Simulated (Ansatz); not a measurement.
Two isomers of CH10N2Si2: A = `NC([SiH3])N[SiH3]`, B = `C[Si](N)(N)[SiH3]`.

Computed with Ansatz on PBE0-D4/def2-TZVP structures; ΔE is electronic, products minus reactants. CBS: MP2 limit from def2 TZ/QZ plus the TZ coupled-cluster correction, frozen cores. Functionals use def2-TZVPP. B3LYP here is the variant with VWN-RPA as its local correlation; programs differ in this. One conformer a species, not always the lowest.

(1) Which isomer does CCSD(T)/CBS put lower? Give the gap. (An estimate is asked.)

(2) Give E(B) − E(A) in kcal/mol with PBE-D4, MP2/def2-TZVPP, r2SCAN-D4, B3LYP, CCSD/def2-TZVPP, B2PLYP, CCSD(T)/def2-TZVPP. (Estimate.)

Largest T1 diagnostic: 0.011.

Answers

(1) Computed: B, by 54.7 kcal/mol.

(2) The calculation gave: PBE-D4 -53.6, MP2/def2-TZVPP -54.3, r2SCAN-D4 -55.8, B3LYP -53.8, CCSD/def2-TZVPP -53.6, B2PLYP -54.0, CCSD(T)/def2-TZVPP -53.3. None reverses the order clearly.

From PBE to PBE0 (25 % exact exchange), in def2-TZVPP and without D4, E(B) − E(A) moves by −0.9 kcal/mol.
